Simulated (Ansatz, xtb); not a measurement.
**Ranking isomers of C4H6ClFSi**

3 gas-phase structures of C4H6ClFSi, from a drawn sample of its isomers (lower ones may exist). Each was relaxed with GFN2-xTB; where two conformers were screened, the lower at r2SCAN-D4/def2-SVP is listed:

A. `F[Si@@H]1CC=C(Cl)C1`, a singlet
B. `F[SiH2][C@@H]1C=C(Cl)C1`, a singlet
C. `CC#C[Si@](C)(F)Cl`, a singlet

Q: Estimate their order in r2SCAN-D4/def2-SVP energy at these geometries, lowest first.

A: Calculated order at r2SCAN-D4/def2-SVP: C (0.0), A (18.1), B (53.1) kcal/mol.

Energies above the lowest of each column, in kcal/mol; the last columns are at PBE0-D3(BJ)/def2-SVP geometries:

```
structure  GFN2-xTB  HF/STO-3G  r2SCAN-D4/def2-SVP  PBE0-D3(BJ)/def2-SVP  CCSD(T)/def2-SVP + ΔMP2/def2-TZVPP
        C       2.6        0.0                 0.0                   0.0                                 0.0
        A       0.0        9.7                18.1                  14.3                                23.0
        B      13.7       53.0                53.1                  48.2                                56.5
```

CCSD(T)/def2-SVP + ΔMP2/def2-TZVPP puts C lowest; GFN2-xTB picks A. Flexible structures stand in one conformer each, not always the lowest. The ΔMP2 step shifts differences by up to 3.9 kcal/mol, which makes them less sure. ΔMP2 is the change of the MP2 energy from the smaller to the larger basis.

Programs: Ansatz 0.2.0, xtb 6.7.1.
